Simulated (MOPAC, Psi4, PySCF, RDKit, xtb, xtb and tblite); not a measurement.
Two geometries of SMILES CC([SiH2][SiH2]OC)C, relaxed at GFN2-xTB with one dihedral held; other torsions can differ between them too.

Structure A

```
21

C      4.0389     0.3852     0.1323
O      2.6861     0.6100     0.3752
Si     1.4137     0.0746    -0.4904
Si    -0.3814     0.8891     0.6892
C     -0.0459     2.5319     1.6204
C      0.5061     3.5899     0.6689
C      0.9182     2.3188     2.7842
H      4.6147     0.8849     0.9128
H      4.3304     0.7855    -0.8417
H      4.2630    -0.6839     0.1486
H      1.4866    -1.3924    -0.6123
H      1.5532     0.5386    -1.8836
H     -0.9222    -0.0615     1.6757
H     -1.4884     1.1403    -0.2495
H     -0.9909     2.9080     2.0296
H      1.4609     3.2678     0.2571
H     -0.1813     3.7676    -0.1561
H      0.6641     4.5347     1.1895
H      1.8734     1.9473     2.4207
H      0.5169     1.5971     3.4930
H      1.0960     3.2542     3.3155
```

Structure B

```
21

C      3.9983     0.4429     0.1530
O      2.6379     0.6448     0.3695
Si     1.3891     0.0582    -0.4953
Si    -0.4122     0.8567     0.6857
C     -0.4581     2.7716     0.7899
C     -0.3912     3.3943    -0.6018
C      0.6803     3.3016     1.6575
H      4.5506     0.9644     0.9360
H      4.2989     0.8350    -0.8217
H      4.2430    -0.6213     0.1881
H      1.4988    -1.4088    -0.5840
H      1.5257     0.4907    -1.8999
H     -0.5461     0.3501     2.0621
H     -1.6405     0.4342    -0.0093
H     -1.4041     3.0804     1.2492
H      0.5475     3.1368    -1.0901
H     -1.2095     3.0393    -1.2253
H     -0.4543     4.4811    -0.5435
H      1.6427     3.0055     1.2457
H      0.6091     2.9100     2.6702
H      0.6528     4.3902     1.7113
```

Which is lower in energy at the level B3LYP-D3(BJ)/def2-SVP // GFN2-xTB in Psi4, and by how much?

A is lower, by 2.12 kJ/mol (dihedral O2–Si3–Si4–C5: 30° in A, 60° in B).

E(B) − E(A) in kJ/mol at the other levels, on the same two geometries: GFN2-xTB (xtb and tblite) -0.18; MMFF94 // GFN2-xTB (RDKit) -1.17; B3LYP/def2-SVP // GFN2-xTB (Psi4) 1.58; PBE/def2-SVP // GFN2-xTB (Psi4) 1.49; PBE-D3(BJ)/def2-SVP // GFN2-xTB (Psi4) 1.87; UFF // GFN2-xTB (RDKit) -0.50; PM7, restricted, heats of formation // GFN2-xTB (MOPAC) 1.66; PM6, restricted, heats of formation // GFN2-xTB (MOPAC) 1.37; GFN1-xTB // GFN2-xTB (xtb) 0.23; restricted B3LYP/6-31G*, spherical d, density fitting // GFN2-xTB (PySCF) 1.17; restricted BP86/6-31G*, spherical d, density fitting // GFN2-xTB (PySCF) 0.76; restricted B3LYP/LANL2DZ, with its core potentials past Ne // GFN2-xTB (PySCF) 2.32; restricted Hartree-Fock/STO-3G // GFN2-xTB (PySCF) 2.76.
